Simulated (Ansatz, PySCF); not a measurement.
BHO, SMILES B=O. Atoms are numbered in the order given.

```xyz
3

H      0.0000     0.0000    -1.7737
B      0.0000     0.0000    -0.6009
O      0.0000     0.0000     0.5973
```

Coordinates come from a PBE0-D3(BJ)/def2-TZVPD optimisation.

Vertical ionisation energy (IE) and electron affinity (EA) in eV. Rows of orbital energies are one-electron estimates. Where ΔSCF, EOM or ADC give a negative EA the extra electron is unbound and the value depends on the basis.

```json
[
 {"level": "−ε(HOMO), −ε(LUMO), CAM-B3LYP/def2-TZVPD (PySCF)", "IE": "11.96", "EA": "-0.67"},
 {"level": "−ε(HOMO), −ε(LUMO), B3LYP/def2-TZVPD (PySCF)", "IE": "10.18", "EA": "0.48"},
 {"level": "−ε(HOMO), −ε(LUMO), PBE/def2-TZVPD (PySCF)", "IE": "8.94", "EA": "1.11"},
 {"level": "EOM-CCSD/aug-cc-pVDZ (PySCF)", "IE": "13.43", "EA": "-1.07"},
 {"level": "ADC(3)/aug-cc-pVDZ (PySCF)", "IE": "13.98", "EA": "-1.14"},
 {"level": "ΔSCF, PBE0/def2-TZVPD (Ansatz), final states of multiplicity 2 and 2", "IE": "13.49", "EA": "-0.91"},
 {"level": "ΔSCF, PBE/def2-TZVPD (Ansatz), final states of multiplicity 2 and 2", "IE": "13.79", "EA": "-0.87"}
]
```

**Question.** What vertical singlet–triplet gap does ΔSCF give with PBE0/def2-TZVPD (Ansatz, a program for electronic structure) and with PBE/def2-TZVPD (Ansatz)? (The exact figures need the calculation; the answer reports its results.)

**Answer.** 7.02 and 7.30 eV (triplet above singlet where positive).

**Question.** Give the lowest 1s main lines (those of the lightest heavy element) from CVS-ADC(2)-x/aug-cc-pVDZ (PySCF, non-relativistic), with pole strengths. (Estimate from the structure and the level; the computed values follow.)

**Answer.** 200.3 eV (1.58).

**Question.** Beyond the first one, list the lowest photoelectron lines from ADC(3)/aug-cc-pVDZ (PySCF 2.14.0) with their pole strengths (two spins summed). (The exact figures need the calculation; the answer reports its results.)

**Answer.** 16.00 eV (1.82), 17.31 eV (1.79).
